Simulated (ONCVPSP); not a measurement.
**lead: ONCV pseudisation with PBE, fully relativistic reference atom.**

Pb, optimised norm-conserving Vanderbilt (ONCV), made with ONCVPSP 4.0.1 (PBE, fully relativistic). Core [Xe] 4f14 5d10, reference 6s2 6p2. Waves: 6s: rc 1.80 bohr, ncon 4, nbas 7, qcut 3.5 1/bohr, 2 projectors, debl 1.4 Ha; 6p: rc 1.80 bohr, ncon 4, nbas 7, qcut 5.5 1/bohr, local. Local part: the p channel. Core correction: Teter function fitted to the true core (icmod 2), fcfact 0.2.

Open shells are filled in proportion to 2j + 1.

(1) Is a potential produced?

Results:

(1) No. ONCVPSP 4.0.1 stopped with "ERROR pspot: first pseudo wave function has node, program will stop": the optimised pseudo-wave of the first projector has a node, so the radial equation cannot be inverted for a potential. It happened in the s channel.
